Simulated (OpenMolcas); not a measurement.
An OpenMolcas run meant for Ag6+ (ANO-R1, X2C; inactive shells 1s 2s 2p 3s 3p 3d 4s 4p; intended active space 5 electrons in 5 orbitals (4d)). One step of its input:

```
&RASSCF
FileOrb=start.orb
Symmetry=1
Spin=6
nActEl=5 0 0
Inactive=9 9
Ras2=5 0
CIRoot=5 5 1
SDav=1
CIMx=300
Iter=78 100
PrWF=0.3
OrbListing=Nothing
MaxOrb=0
Atom
>>> COPY $Project.JobIph JOB001
```

Lines from the output:

```
...
      Number of secondary orbitals              17
      Spin quantum number                      2.5
      State symmetry                             1
Orbital specifications:
      -----------------------

      Symmetry species                           1   2
                                                ag  au
      Frozen orbitals                            0   0
      Inactive orbitals                          9   9
      Active orbitals                            5   0
      RAS1 orbitals                              0   0
      RAS2 orbitals                              5   0
      RAS3 orbitals                              0   0
      Secondary orbitals                         7  10
      Deleted orbitals                           0   0
      Number of basis functions                 21  19
      Number of CSFs                             1
      Number of root(s) required                 5
 ************ ERROR ***********
  You can't ask for more roots
  than there are configurations
 ******************************
--- Stop Module: rasscf at  /rc=_RC_INPUT_ERROR_ ---
.####################.
.# User input error #.
.####################.
```

**Question.** What is wrong with the input?

**Answer.** CIRoot asks for more roots than the active space has configuration state functions.
